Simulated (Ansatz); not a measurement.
Geometry optimisation, RKS PBE-D4/6-31G (Ansatz 0.2.0).

The input (input.yaml):

```yaml
crystal:
  periodic: [false, false, false]
  atoms:
    - { symbol: Si, position_ang: [-1.6044, -2.0446, -0.4692] }
    - { symbol: C, position_ang: [-0.3519, -1.3792, 0.6912] }
    - { symbol: C, position_ang: [0.1637, 0.0136, 0.3553] }
    - { symbol: Si, position_ang: [1.7642, 0.0451, -0.8506] }
    - { symbol: "N", position_ang: [-0.3984, 1.0082, 0.9223] }
    - { symbol: Si, position_ang: [0.0087, 2.7025, 0.749] }
    - { symbol: H, position_ang: [-2.0324, -3.3754, -0.0987] }
    - { symbol: H, position_ang: [-2.8195, -1.1163, -0.5033] }
    - { symbol: H, position_ang: [-1.0875, -2.0362, -1.8142] }
    - { symbol: H, position_ang: [0.483, -2.0907, 0.7587] }
    - { symbol: H, position_ang: [-0.7832, -1.345, 1.7243] }
    - { symbol: H, position_ang: [1.3555, 0.7699, -2.0773] }
    - { symbol: H, position_ang: [2.033, -1.327, -1.2258] }
    - { symbol: H, position_ang: [2.8389, 0.7153, -0.2103] }
    - { symbol: H, position_ang: [1.37894, 2.85402, 1.25774] }
    - { symbol: H, position_ang: [-0.10839, 3.12386, -0.68293] }
    - { symbol: H, position_ang: [-0.92754, 3.5057, 1.59208] }
basis:
  gaussian: { orbitals: "6-31G" }
hamiltonian:
  xc: pbe
  dispersion: d4
relax:
  f_tol: 0.015
  max_steps: 40
```

Launched with:

```bash
$ ansatz run input.yaml --threads 1 --pin off --max-ram 2048MiB --backend cpu --events-out ev --progress --plain --runs-dir out
```

Q: Where does it end, and by what steps?

A: The run converged. The force dipped under the threshold on the way, but the program's further checks kept it going. Limits of this set-up: no polarisation functions. After 21 steps the energy has fallen by 0.583 eV; H16 moved furthest, 1.27 Å.

```
step  energy less start (eV)  largest force component (eV/Å)  accepted
   0                  0.0000                           2.255       yes
   1                 -0.4367                           1.062       yes
   2                 -0.5171                           0.476       yes
   3                 -0.5272                           0.359       yes
   4                 -0.5345                           0.194       yes
   5                 -0.5393                           0.048       yes
   6                 -0.5438                           0.039       yes
   7                 -0.5466                           0.205       yes
   8                 -0.5523                           0.095       yes
   9                 -0.5623                           0.089       yes
  10                 -0.5665                           0.274       yes
  11                 -0.5710                           0.164       yes
  12                 -0.5756                           0.063       yes
  13                 -0.5768                           0.172       yes
  14                 -0.5798                           0.082       yes
  15                 -0.5808                           0.094       yes
  16                 -0.5819                           0.082       yes
  17                 -0.5822                           0.060       yes
  18                 -0.5826                           0.030       yes
  19                 -0.5828                           0.016       yes
  20                 -0.5828                           0.013       yes
  21                 -0.5829                           0.006       yes
```

```xyz
17
Properties=species:S:1:pos:R:3
Si -1.652 -2.005 -0.401
C -0.228 -1.436 0.799
C 0.256 -0.056 0.420
Si 1.564 0.005 -1.058
N -0.219 0.969 1.051
Si 0.101 2.745 0.829
H -2.027 -3.444 -0.110
H -2.860 -1.117 -0.215
H -1.187 -1.906 -1.839
H 0.580 -2.186 0.742
H -0.643 -1.411 1.822
H 1.015 0.800 -2.224
H 1.908 -1.391 -1.532
H 2.829 0.684 -0.576
H 0.616 3.260 2.152
H 1.092 3.123 -0.268
H -1.231 3.389 0.525
```

Run time: 2.7 min on 1 thread of Arm Neoverse V1 (shared host), peak memory 0.16 GiB.
